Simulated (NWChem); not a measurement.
AlBrF$_{2}$; SMILES [F][Al]([F])[Br]

This build's default masses of Se (78.918 u) and Br (79.917 u) are each other's, which moves their modes by up to 0.6 %.

Question: Give the equilibrium geometry at PBE-D3(BJ)/def2-SVP (NWChem) as an XYZ file, with the point group.

Answer: point group C2v; any orientation.
```
4

Al     0.0006     0.9503     0.0000
F      0.0014     1.8009    -1.4286
F      0.0014     1.8009     1.4286
Br    -0.0018    -1.2810     0.0000
```
